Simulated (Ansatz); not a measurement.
HIPb (SMILES [I][PbH]) moved off its minimum; all values from Ansatz (a first-principles code), cores frozen in correlated methods. Elements past Kr take the def2 small-core potentials, without spin–orbit coupling.
(charge 0, multiplicity 1)
```xyz
3

Pb    -0.58965    -0.74633     0.65232
H     -1.72432    -1.13044    -0.59629
I      1.06727     0.93831    -1.10806
```

Forces at B3LYP/def2-TZVPP (eV/Å):

| atom | Fx | Fy | Fz |
|---|---|---|---|
| Pb1 | 1.333 | 0.664 | 0.789 |
| H2 | -0.980 | -0.316 | -1.129 |
| I3 | -0.353 | -0.348 | 0.340 |

Q: Give the forces (eV/Å), the total energy and the dipole at CCSD(T)/def2-TZVPPD.

A: 
```
atom      Fx      Fy      Fz
----  ------  ------  ------
Pb1    1.400   0.695   0.837
H2    -1.018  -0.322  -1.193
I3    -0.382  -0.373   0.356
```
Energy -489.3667 hartree, dipole 4.11 D.
